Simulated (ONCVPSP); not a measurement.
Reading a pseudo-wave (lanthanum (La))

Columns: radius, all-electron u(r) and pseudo u(r) of the 5p shell (level -23.49 eV) of lanthanum in the configuration [Kr] 4d10 5s2 5p6 5d1 6s1 6p1; PBEsol, scalar-relativistic, ONCV scheme, ONCVPSP 4.0.1.

```json
{"r (bohr)": "0.188", "all-electron": "0.2902", "pseudo": "0.0317"}
{"r (bohr)": "0.375", "all-electron": "-0.1745", "pseudo": "0.1206"}
{"r (bohr)": "0.562", "all-electron": "-0.4498", "pseudo": "0.2518"}
{"r (bohr)": "0.750", "all-electron": "-0.1754", "pseudo": "0.4046"}
{"r (bohr)": "0.938", "all-electron": "0.2436", "pseudo": "0.5548"}
{"r (bohr)": "1.125", "all-electron": "0.5785", "pseudo": "0.6808"}
{"r (bohr)": "1.312", "all-electron": "0.7793", "pseudo": "0.7687"}
{"r (bohr)": "1.500", "all-electron": "0.8624", "pseudo": "0.8117"}
{"r (bohr)": "1.688", "all-electron": "0.8606", "pseudo": "0.8102"}
{"r (bohr)": "1.875", "all-electron": "0.8067", "pseudo": "0.7713"}
{"r (bohr)": "2.062", "all-electron": "0.7256", "pseudo": "0.7059"}
{"r (bohr)": "2.250", "all-electron": "0.6334", "pseudo": "0.6248"}
{"r (bohr)": "2.438", "all-electron": "0.5413", "pseudo": "0.5386"}
{"r (bohr)": "2.625", "all-electron": "0.4558", "pseudo": "0.4553"}
{"r (bohr)": "2.812", "all-electron": "0.3793", "pseudo": "0.3794"}
{"r (bohr)": "3.000", "all-electron": "0.3126", "pseudo": "0.3126"}
{"r (bohr)": "3.188", "all-electron": "0.2558", "pseudo": "0.2558"}
{"r (bohr)": "3.375", "all-electron": "0.2086", "pseudo": "0.2085"}
{"r (bohr)": "3.562", "all-electron": "0.1693", "pseudo": "0.1693"}
{"r (bohr)": "3.750", "all-electron": "0.1369", "pseudo": "0.1369"}
{"r (bohr)": "3.938", "all-electron": "0.1103", "pseudo": "0.1103"}
{"r (bohr)": "4.125", "all-electron": "0.0888", "pseudo": "0.0888"}
{"r (bohr)": "4.312", "all-electron": "0.0713", "pseudo": "0.0713"}
{"r (bohr)": "4.500", "all-electron": "0.0571", "pseudo": "0.0571"}
{"r (bohr)": "4.688", "all-electron": "0.0456", "pseudo": "0.0456"}
{"r (bohr)": "4.875", "all-electron": "0.0364", "pseudo": "0.0364"}
```

Question: How many radial nodes do the two functions have?

Answer: The all-electron 5p function has n − l − 1 = 3 (the table is too coarse to show those close to the nucleus); the pseudo-wave has 0, since the states of the same l below it are removed with the core.

Question: At about which radius was the pseudo-wave matched?

Answer: 3.25 bohr. The columns agree to 0.0005 from 2.81 bohr on; several derivatives are matched, so the curves merge somewhat inside the radius.

Question: Is the pseudo-wave norm-conserving?

Answer: Yes: the ONCV scheme keeps the norm inside the radius equal to the all-electron one, which fixes the energy derivative of the logarithmic derivative at the level.
